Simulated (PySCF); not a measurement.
Si(F)2(SiH3)2 (F2H6Si3), SMILES F[Si](F)([SiH3])[SiH3]. Atoms are numbered in the order given.

```xyz
11

F      0.0000    -1.3061     1.3678
Si     0.0000     0.0000     0.3874
F      0.0000     1.3061     1.3678
Si     2.0072     0.0000    -0.8360
Si    -2.0072     0.0000    -0.8360
H      2.0513     1.2118    -1.7009
H      2.0513    -1.2118    -1.7009
H      3.1767     0.0000     0.0841
H     -3.1767     0.0000     0.0841
H     -2.0513     1.2118    -1.7009
H     -2.0513    -1.2118    -1.7009
```
Charge 0, spin multiplicity 1.

Coordinates come from a TPSSh-D3(BJ)/def2-SVP optimisation.

Calculation: PBE/pcSseg-1 (PySCF).

GIAO shieldings, no solvent; atoms alike by connectivity are averaged. δ = σ(ref) − σ: ¹⁹F against CFCl3 (σ = 133.6 ppm); ²⁹Si against TMS (σ = 335.4 ppm); ¹H against TMS (σ = 31.49 ppm), references at their B3LYP-D3(BJ)/def2-TZVP geometries, non-relativistic.

```
atoms                     nucleus  count  δ (ppm)
------------------------  -------  -----  -------
F1, F3                        ¹⁹F      2   -157.8
Si2                          ²⁹Si      1      [?]
Si4, Si5                     ²⁹Si      2      [?]
H6, H7, H8, H9, H10, H11       ¹H      6     3.71
```

### Question
Fill in the missing entries. (An estimate is asked for; the answer gives what the named calculation found.)

### Answer

- Si4, Si5, δ (ppm): -115.6
- Si2, δ (ppm): 59.0
